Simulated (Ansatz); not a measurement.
Consider the ligand exchange at a B–N bond: `[SiH3]NBS` + HCl → `SBCl` + `N[SiH3]`.

Program: Ansatz. Geometries: PBE0-D4/def2-TZVP. ΔE: electronic, gas phase. CBS: MP2 limit from def2 TZ/QZ plus the TZ coupled-cluster correction, frozen cores. This one scheme is used for every species. DFT in def2-TZVPP. One conformer a species, not always the lowest.

(1) Is it downhill or uphill in electronic energy at CCSD(T)/CBS, and by how much? (An estimate is asked.)

(2) What do these levels give: LDA (SPW92), PBE-D4, r2SCAN0-D4, PBE, LC-ωPBE, HF/def2-QZVPP? (Best estimate.)

Largest T1 diagnostic among the species: 0.013.

## Answers

(1) Computed: Uphill: ΔE = +31.4 kJ/mol.

(2) Ansatz gave: LDA (SPW92) 32.4, PBE-D4 26.6, r2SCAN0-D4 28.8, PBE 23.9, LC-ωPBE 29.6, HF/def2-QZVPP 30.8 kJ/mol.

From BLYP to BHLYP (50 % exact exchange), in def2-TZVPP and without D4, ΔE moves by +5.2 kJ/mol. Leaving LDA and LC-ωPBE aside and taking each functional with its dispersion term where it has one, the values, not all of them listed here, spread over 8.8 kJ/mol, from B97M-V to CAM-B3LYP-D4. LDA lies +8.6 kJ/mol from PBE without D4.
